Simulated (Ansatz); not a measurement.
Basis-set series for `[F][Al]([F])[Zn][O][SiH3]`. The species carries charge 0 and has multiplicity 1. Geometry: relaxed with PBE0-D4/def2-TZVP. It is one conformer, not always the lowest.

```json
{"functional": "PBE0-D4", "basis": "def2-SVP", "functions": "124", "energy (Eh)": "-2586.84916", "HOMO (eV)": "-8.08", "LUMO (eV)": "-1.75"}
{"functional": "PBE0-D4", "basis": "def2-QZVPP", "functions": "501", "energy (Eh)": "-2587.72899", "HOMO (eV)": "-8.34", "LUMO (eV)": "-2.25"}
{"functional": "ωB97M-V", "basis": "def2-SVP", "functions": "124", "energy (Eh)": "-2587.39824", "HOMO (eV)": "-10.32", "LUMO (eV)": "0.06"}
{"functional": "ωB97M-V", "basis": "def2-QZVPP", "functions": "501", "energy (Eh)": "-2588.28038", "HOMO (eV)": "-10.61", "LUMO (eV)": "-0.70"}
```

(1) Give the rows for def2-TZVPP. (An estimate is asked.)

Results:

(1) Ansatz gave: 
```
functional       basis  functions  energy (Eh)  HOMO (eV)  LUMO (eV)
   PBE0-D4  def2-TZVPP        283  -2587.65002      -8.32      -2.24
   ωB97M-V  def2-TZVPP        283  -2588.20507     -10.59      -0.60
```

Scalar relativity is left out up to krypton.
